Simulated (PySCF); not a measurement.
**Polarisability and C₆ of Zr⁺ (zirconium, charge +1)**

[Kr] 4d2 5s1, high-spin 4F determinant. Computed with PySCF 2.14 in x2c-TZVPPall with one added diffuse shell each of s, p, d, f type (9s7p7d3f1g, 95 functions), with the spin-free X2C one-electron Hamiltonian (Gaussian nucleus). Coupled (time-dependent) response in atomic units; α is the mean over directions.

| method | mean α (bohr³) | C₆ (like pair) | S(−4) |
| --- | --- | --- | --- |
| UHF | 77.06 | 700.6 | 4119 |
| PBE | 56.59 | 478.7 | 1980 |
| PBE0 | 60.43 | 516.9 | 2331 |

S(−4) is the Cauchy moment in α(ω) = α(0) + S(−4) ω² + …

Spin-orbit coupling is absent.

α(iu) at PBE:

```csv
u (hartree),α(iu) (bohr³)
0,56.59
0.0500,52.11
0.100,42.56
0.200,26.34
0.300,17.70
0.500,10.25
0.750,6.551
1.00,4.694
1.50,2.803
2.00,1.862
3.00,0.9829
5.00,0.4073
```

A single London oscillator, α(iu) = α/(1 + u²/ω²), gives C₆ = (3/4) ω α². Matching the computed C₆ needs ω = 4 × 478.7 / (3 × 56.59²) = 0.199 hartree.

For an ion, C₆ is the dispersion term alone; charge-induced terms of lower order in 1/R come first.
